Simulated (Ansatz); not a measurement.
Cost and result for the atomization energy of `OB(O)[Te][SiH3]` (10 atoms, 9 bonds).

Z-matrix (Å, degrees):
```
Si
Te 1 2.486
H 1 1.483 2 109.8
H 1 1.495 2 109.1 3 -118.4
H 1 1.484 2 112.8 3 122.1
B 2 2.197 1 95.6 3 140.6
O 6 1.355 2 125.5 1 -7.8
O 6 1.353 2 114.2 1 173.0
H 7 0.962 6 114.5 2 -2.1
H 8 0.963 6 112.2 2 178.2
```

Charge 0, multiplicity 1. Correlated methods include outer-core shells of Te, which these sets cover unevenly. Te: def2 effective core potential. The geometry is a stationary point of PBE0-D4/def2-TZVP. It is one conformer, not always the lowest. Program: Ansatz. Hardware: A = 2 threads of an AMD EPYC 7R13 on a shared host; B = 2 threads of an AMD EPYC 7R13 on a shared host and a share of an NVIDIA H100 80 GB. Times are those of one run each, without the atoms' runs, and a repeat can differ threefold. Electronic energies, without spin–orbit coupling; frozen cores. CCSD(T)/CBS adds CCSD(T) − MP2 in def2-TZVPP to the MP2 limit, and its time is that of the two runs behind it. T1 = 0.012. With those shells the extrapolation isn't a true limit. B3LYP takes the VWN-RPA correlation (the form of Gaussian; ORCA's B3LYP/G).

CCSD(T)/CBS is a level of theory with its own doubt, some kJ/mol a heavy atom from the limit and from the frozen cores, so smaller differences don't rank the functionals.

```tsv
level	functions	wall time
PBE-D4/def2-TZVPP (with forces) [A]	255	4.9 s
PBE0-D4/def2-TZVPP [A]	255	7 s
r2SCAN-D4/def2-TZVPP (with forces) [A]	255	8.5 s
B3LYP-D4/def2-TZVPP (with forces) [A]	255	11 s
MP2/def2-QZVPP [B]	473	12 s
B2PLYP/def2-TZVPP [A]	255	13 s
CCSD(T)/def2-TZVPP [B]	255	15 s
ωB97X-V/def2-TZVPP [A]	255	16 s
ωB97M-V/def2-TZVPP (with forces) [A]	255	22 s
CCSD(T)/CBS(def2)	–	27 s
```

(1) What atomization energy does each give, and how far from CCSD(T)/CBS? (An estimate is asked.)

Results:

(1) The calculation gave: 
```tsv
level	atomization (kcal/mol)	difference from CCSD(T)/CBS	per bond
PBE-D4/def2-TZVPP (with forces) [A]	862.2	8.7	1.0
PBE0-D4/def2-TZVPP [A]	844.8	-8.7	-1.0
r2SCAN-D4/def2-TZVPP (with forces) [A]	852.6	-0.9	-0.1
B3LYP-D4/def2-TZVPP (with forces) [A]	846.7	-6.8	-0.8
MP2/def2-QZVPP [B]	861.5	8.0	0.9
B2PLYP/def2-TZVPP [A]	838.0	-15.5	-1.7
CCSD(T)/def2-TZVPP [B]	826.3	-27.2	-3.0
ωB97X-V/def2-TZVPP [A]	851.2	-2.3	-0.2
ωB97M-V/def2-TZVPP (with forces) [A]	849.4	-4.1	-0.5
CCSD(T)/CBS(def2)	853.5	0.0	0.0
```

In def2-TZVPP, CCSD(T) changes the Hartree–Fock value by +217.1 kcal/mol (the triples alone add +14.5 kcal/mol) and MP2 by +236.3 kcal/mol; breaking electron pairs costs correlation energy, which Hartree–Fock lacks. From PBE to PBE0 (25 % exact exchange), in def2-TZVPP and without D4, the atomization energy moves by −16.5 kcal/mol: exact exchange takes away binding that semilocal exchange gives to molecules. The D4 term adds +9.9 kcal/mol with B3LYP and +5.2 kcal/mol with PBE0; it sums over pairs of atoms, weighted by their polarisabilities, and B3LYP, whose exchange is more repulsive, gets the larger term.

Spin–orbit coupling would lower the free Te atoms strongly, and the atomization energy with them, by more than many differences here.
